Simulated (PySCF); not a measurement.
# Excitation energies in several basis sets

C₄H₇NSi.
Structure used (PBE0-D3(BJ)/def2-SVP), in Å, numbered top down from 1:
```
atom  x, y, z in Å
C1     2.064    0.203   -0.446
Si2    0.543    0.106    0.626
C3    -0.758   -1.174    0.324
C4    -1.147    0.238   -0.199
C5    -2.233    0.925    0.433
N6    -3.099    1.479    0.971
H7     2.441    1.235   -0.502
H8     1.826   -0.135   -1.466
H9     2.867   -0.437   -0.051
H10    0.635    0.676    1.991
H11   -1.354   -1.540    1.167
H12   -0.622   -1.931   -0.455
H13   -1.152    0.345   -1.291
```

TDDFT with PBE0 (PySCF), vertical singlets, core orbitals frozen in the response, spherical d and f functions. Geometry: PBE0-D3(BJ)/def2-SVP; no solvent, vibrations or thermal averaging.

| basis | functions | diffuse | S1 (eV) | S2 (eV) | S3 (eV) | S4 (eV) | S5 (eV) | LUMO (eV) | α (au) |
| --- | --- | --- | --- | --- | --- | --- | --- | --- | --- |
| 6-31G* | 102 | no | 6.43 | 6.65 | 7.06 | 7.14 | 7.58 | 0.31 | 66.4 |
| def2-SVP | 123 | no | 6.45 | 6.71 | 7.07 | 7.19 | 7.48 | 0.25 | 68.5 |
| 6-31+G* | 126 | yes | 6.00 | 6.23 | 6.31 | 6.77 | 6.85 | -0.28 | 74.5 |
| def2-SVPD | 180 | yes | 6.23 | 6.46 | 6.54 | 7.02 | 7.08 | -0.06 | 78.2 |
| aug-cc-pVDZ | 205 | yes | 5.92 | 6.17 | 6.24 | 6.63 | 6.75 | -0.41 | 80.2 |
| def2-TZVP | 234 | no | 6.21 | 6.41 | 6.67 | 6.97 | 7.13 | -0.08 | 76.4 |
| def2-TZVPD | 291 | yes | 6.05 | 6.24 | 6.28 | 6.80 | 6.85 | -0.22 | 79.9 |

Task: How much do these states and the polarisability depend on the basis?

Result: States are compared by their number. Against the largest diffuse basis here (def2-TZVPD, itself not a converged limit), sets without diffuse functions differ by up to 0.40 eV in S1 and 0.73 eV in S5; the smaller diffuse sets differ by up to 0.18 and 0.23 eV. State by state, the largest deviation of a set without diffuse functions is S1 0.40, S2 0.47, S3 0.79, S4 0.39, S5 0.73 eV. The same number needn't mean the same state in each row. Against def2-TZVPD the polarisability deviates by -17% in 6-31G*, -14% in def2-SVP, -7% in 6-31+G*, -2% in def2-SVPD, 0% in aug-cc-pVDZ, -4% in def2-TZVP. A single + in a Pople set puts diffuse functions on heavy atoms only.
